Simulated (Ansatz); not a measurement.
Ansatz (a program for electronic structure) input (B3LYP-D3(BJ)/def2-TZVP):

Ansatz 0.2 input:
```yaml
crystal:
  periodic: [false, false, false]
  atoms:
    - {symbol: Mo, position_ang: [0.06272562, -0.02080407, -0.01490066]}
    - {symbol: O, position_ang: [1.60359184, -0.53185974, -0.38093799]}
    - {symbol: F, position_ang: [-0.74769937, -0.40729358, 1.63935169]}
    - {symbol: F, position_ang: [-0.97043517, 0.97714344, -1.23120374]}
basis:
  gaussian:
    orbitals: def2-TZVP
hamiltonian:
  xc: b3lyp
  dispersion: d3bj
magnetization: {spin_polarized: true, initial_magnetization: 2}
phonons: {temperatures: {t_min: 298.15, t_max: 298.15, t_step: 100}}
```

Output:

```
Functional definition: B3LYP
integrals: 0.04 GiB planned
834 factors; their error is unknown
mean field: 0.56 GiB planned
mean field evaluation 1: about -9332.8608 eV, gradient 6.0e1 eV
mean field evaluation 2: about -9170.4661 eV, gradient 2.0e2 eV
mean field evaluation 4: about -9341.7266 eV, gradient 2.6e1 eV
mean field evaluation 8: about -9343.9226 eV, gradient 1.5e-1 eV
mean field evaluation 16: about -9344.0074 eV, gradient 1.1e-3 eV
mean field -9344.00741432 eV, -343.3859388807 hartree, gradient 4.5e-5 eV, S^2 2.013559; 0 other end points of the search recorded, 0 dependent functions left out
the calculation of the forces begins
reference -9344.00766396 eV, -343.3859480548 hartree; 21, 19 occupied and 112, 114 virtual orbitals, 834 factors
these checks for a lower state are left out or cut short: stability, starts, cluster_reference, orbital_swaps, neighbouring_geometries, increment
integrals: 0.04 GiB planned
834 factors; their error is unknown
mean field: 0.56 GiB planned
mean field -9344.00729718 eV, -343.3859345759 hartree, gradient 2.1e-6 eV, S^2 2.013454; 0 other end points of the search recorded, 0 dependent functions left out
the calculation of the forces begins
reference -9344.00754686 eV, -343.3859437511 hartree; 21, 19 occupied and 112, 114 virtual orbitals, 834 factors
these checks for a lower state are left out or cut short: stability, starts, cluster_reference, orbital_swaps, neighbouring_geometries, increment
integrals: 0.04 GiB planned
834 factors; their error is unknown
mean field: 0.56 GiB planned
mean field evaluation 32: about -9344.0072 eV, gradient 1.8e-1 eV
mean field -9344.00729878 eV, -343.3859346345 hartree, gradient 2.2e-6 eV, S^2 2.013664; 0 other end points of the search recorded, 0 dependent functions left out
the calculation of the forces begins
reference -9344.00754839 eV, -343.3859438075 hartree; 21, 19 occupied and 112, 114 virtual orbitals, 834 factors
these checks for a lower state are left out or cut short: stability, starts, cluster_reference, orbital_swaps, neighbouring_geometries, increment
integrals: 0.04 GiB planned
834 factors; their error is unknown
mean field: 0.56 GiB planned
mean field -9344.00736681 eV, -343.3859371346 hartree, gradient 2.3e-6 eV, S^2 2.013675; 0 other end points of the search recorded, 0 dependent functions left out
the calculation of the forces begins
reference -9344.00761644 eV, -343.3859463084 hartree; 21, 19 occupied and 112, 114 virtual orbitals, 834 factors
these checks for a lower state are left out or cut short: stability, starts, cluster_reference, orbital_swaps, neighbouring_geometries, increment
integrals: 0.04 GiB planned
834 factors; their error is unknown
mean field: 0.56 GiB planned
mean field -9344.00733978 eV, -343.3859361412 hartree, gradient 2.2e-6 eV, S^2 2.013443; 0 other end points of the search recorded, 0 dependent functions left out
the calculation of the forces begins
reference -9344.00758943 eV, -343.3859453157 hartree; 21, 19 occupied and 112, 114 virtual orbitals, 834 factors
these checks for a lower state are left out or cut short: stability, starts, cluster_reference, orbital_swaps, neighbouring_geometries, increment
integrals: 0.04 GiB planned
834 factors; their error is unknown
mean field: 0.56 GiB planned
mean field -9344.00733121 eV, -343.3859358265 hartree, gradient 2.3e-6 eV, S^2 2.013538; 0 other end points of the search recorded, 0 dependent functions left out
the calculation of the forces begins
reference -9344.00758082 eV, -343.3859449992 hartree; 21, 19 occupied and 112, 114 virtual orbitals, 834 factors
these checks for a lower state are left out or cut short: stability, starts, cluster_reference, orbital_swaps, neighbouring_geometries, increment
integrals: 0.04 GiB planned
834 factors; their error is unknown
mean field: 0.56 GiB planned
mean field evaluation 64: about -9344.0074 eV, gradient 2.0e-6 eV
mean field -9344.00737213 eV, -343.3859373300 hartree, gradient 2.0e-6 eV, S^2 2.013579; 0 other end points of the search recorded, 0 dependent functions left out
the calculation of the forces begins
reference -9344.00762181 eV, -343.3859465056 hartree; 21, 19 occupied and 112, 114 virtual orbitals, 834 factors
these checks for a lower state are left out or cut short: stability, starts, cluster_reference, orbital_swaps, neighbouring_geometries, increment
integrals: 0.04 GiB planned
834 factors; their error is unknown
mean field: 0.56 GiB planned
mean field -9344.00739725 eV, -343.3859382534 hartree, gradient 2.0e-6 eV, S^2 2.013553; 0 other end points of the search recorded, 0 dependent functions left out
the calculation of the forces begins
reference -9344.00764688 eV, -343.3859474271 hartree; 21, 19 occupied and 112, 114 virtual orbitals, 834 factors
these checks for a lower state are left out or cut short: stability, starts, cluster_reference, orbital_swaps, neighbouring_geometries, increment
integrals: 0.04 GiB planned
834 factors; their error is unknown
mean field: 0.56 GiB planned
mean field -9344.00741054 eV, -343.3859387416 hartree, gradient 1.8e-6 eV, S^2 2.013564; 0 other end points of the search recorded, 0 dependent functions left out
the calculation of the forces begins
reference -9344.00766019 eV, -343.3859479161 hartree; 21, 19 occupied and 112, 114 virtual orbitals, 834 factors
Total energy: -9344.12237390 eV, -343.3901635674 hartree
Atom 0 at     0.062726    -0.020804    -0.014901 Å, force    -0.000861     0.000286     0.000205 eV/Å
Atom 1 at     1.603592    -0.531860    -0.380938 Å, force    -0.000119     0.000039     0.000028 eV/Å
Atom 2 at    -0.747699    -0.407294     1.639352 Å, force     0.000513    -0.000307     0.000183 eV/Å
Atom 3 at    -0.970435     0.977143    -1.231204 Å, force     0.000467    -0.000018    -0.000415 eV/Å
Dipole moment:     0.017553    -0.005822    -0.004170 e Å
Vibrations: 150.42 166.93 205.34 651.60 663.96 1058.12 cm⁻¹, zero-point energy 0.179552 eV
```

The spin state was set by rule; other spins were not relaxed.
